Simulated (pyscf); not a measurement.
# [HAs=In]• (SMILES [AsH]=[In]), doublet

Gas-phase minimum from PySCF at ωB97X-D3(BJ)/def2-SVP, one conformer. 

SMILES: [AsH]=[In]
```xyz
3

As     0.4856    -0.6894     0.1711
In    -1.0838     0.6064     1.8938
H     -0.8395    -1.2544    -0.3579
```
Charge 0, spin multiplicity 2.

Bonds (Å): As1–In2 2.666, As1–H3 1.535. Angles (°): In2–As1–H3 83.9.

Properties at ωB97X-D3(BJ)/def2-SVP:

```
Item                                                                                                                                 Value
---------------------------------------------------------------------------------------------------------------------  -------------------
Harmonic wavenumbers, unscaled                                                                                         210, 387, 2181 cm⁻¹
Zero-point energy                                                                                                             4.0 kcal/mol
Rotational symmetry number                                                                                                               1
Entropy of this conformer at 298 K and 1 atm, rigid rotor and harmonic oscillator, modes under 100 cm⁻¹ raised to 100      292.9 J/(mol K)
Dipole moment                                                                                                                       1.75 D
Spin expectation value S2                                                                                                            0.753
```

Single-point totals, which compare only within one level (frozen core for MP2 and CC):

```
level                   total energy (hartree)
----------------------  ----------------------
ωB97X-D3(BJ)/def2-TZVP             -2426.61265
PBE/def2-TZVP                      -2426.27384
r²SCAN/def2-TZVP                   -2426.66663
B3LYP-D3(BJ)/def2-TZVP             -2426.72746
PBE0-D3(BJ)/def2-TZVP              -2426.33736
M06-2X/def2-TZVP                   -2426.54686
ωB97M-D3(BJ)/def2-TZVP             -2426.65002
UHF/def2-TZVPP                     -2424.00719
MP2/def2-TZVPP                     -2424.51657
CCSD/def2-TZVPP                    -2424.52111
CCSD(T)/def2-TZVPP                 -2424.53862
```

The CCSD(T) − MP2 part came from Ansatz, without density fitting, on the same reference. The frozen core leaves the outer d or s,p core shells of the metals and heavy elements correlated in the MP2 and CC values, and def2-TZVPP describes them poorly, so these totals are far from the basis limit. Elements up to Kr have no core potential and no relativistic terms here. Elements past Kr carry the def2 core potentials, without spin-orbit coupling.
